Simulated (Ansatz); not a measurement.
C₂H₄Cl₂Si, SMILES `Cl[C@@H]1[SiH2][C@H]1Cl`, relaxed with RKS PBE0-D4/def2-TZVP in Ansatz from a PBE-D4/def2-SVP geometry. The force threshold is 0.005 eV/Å; the program also tests the step.

The species carries charge 0 and has multiplicity 1.

Start:

```xyz
9

Cl   -1.767    1.683    0.405
C    -0.769    0.211    0.457
Si    1.124    0.133    0.458
C    -0.177   -0.323   -0.841
Cl   -0.611   -1.964   -1.375
H    -1.244   -0.568    1.081
H     1.753   -0.932    1.294
H     1.925    1.366    0.201
H    -0.233    0.395   -1.680
```

(1) By how much does the energy fall, and how many steps does the optimiser take? (An estimate is asked.)

(2) Which bonds change most? (An estimate is asked.)

(3) Give the relaxed structure. (Estimate.)

Answers

(1) Ansatz gave: 4.76 kJ/mol, in 8 steps.

(2) The calculation gave: C2–Si3 from 1.894 to 1.862 Å; Si3–C4 from 1.894 to 1.862 Å; Cl1–C2 from 1.780 to 1.756 Å; C4–Cl5 from 1.780 to 1.756 Å.

(3) Computed: 
```xyz
9

Cl   -1.730    1.668    0.395
C    -0.756    0.208    0.462
Si    1.105    0.131    0.450
C    -0.165   -0.317   -0.837
Cl   -0.596   -1.943   -1.342
H    -1.243   -0.557    1.059
H     1.740   -0.929    1.257
H     1.891    1.358    0.221
H    -0.245    0.381   -1.665
```
